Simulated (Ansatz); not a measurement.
Reactions of `O=C[NH][SbH2]`.

Calculated with Ansatz (gas phase, PBE0-D4/def2-TZVP geometries, no zero-point term in ΔE). CBS: MP2 limit from def2 TZ/QZ plus the TZ coupled-cluster correction, frozen cores. This one scheme is used for every species. Functionals use def2-TZVPP. Elements past krypton have def2 core potentials. For Sb outer-core shells are correlated without core-valence functions, which leaves a few kJ/mol of doubt a bond. One conformer a species, not always the lowest.

```json
{"reaction": "`O=C[NH][SbH2]` + `CNC` → `C[N](C)[SbH2]` + `NC=O`", "PBE0-D4 (kJ/mol)": "30", "CCSD(T)/CBS(def2) (kJ/mol)": "28"}
{"reaction": "`O=C[NH][SbH2]` + CH₃SH → `C[S][SbH2]` + `NC=O`", "PBE0-D4 (kJ/mol)": "-51", "CCSD(T)/CBS(def2) (kJ/mol)": "-43"}
{"reaction": "`O=C[NH][SbH2]` + `[SiH3]S` → `O=CS[SiH3]` + `[NH2][SbH2]`", "PBE0-D4 (kJ/mol)": "56", "CCSD(T)/CBS(def2) (kJ/mol)": "53"}
{"reaction": "`O=C[NH][SbH2]` + `CC(=N)O` → `C/C(O)=[N]\\[SbH2]` + `NC=O`", "PBE0-D4 (kJ/mol)": "16", "CCSD(T)/CBS(def2) (kJ/mol)": "19"}
{"reaction": "`O=C[NH][SbH2]` + H₂S → `[SH][SbH2]` + `NC=O`", "PBE0-D4 (kJ/mol)": "-54", "CCSD(T)/CBS(def2) (kJ/mol)": "-44"}
{"reaction": "`O=C[NH][SbH2]` + `C[SiH](O)Cl` → `O=CC[SiH](O)Cl` + `[NH2][SbH2]`", "PBE0-D4 (kJ/mol)": "80", "CCSD(T)/CBS(def2) (kJ/mol)": "73"}
{"reaction": "`O=C[NH][SbH2]` + `CC(O)O[SiH3]` → `[SiH3][O][SbH2]` + `CC(O)NC=O`", "PBE0-D4 (kJ/mol)": "-12", "CCSD(T)/CBS(def2) (kJ/mol)": "-16"}
```

Largest T1 diagnostic: 0.017, for `O=C[NH][SbH2]`.
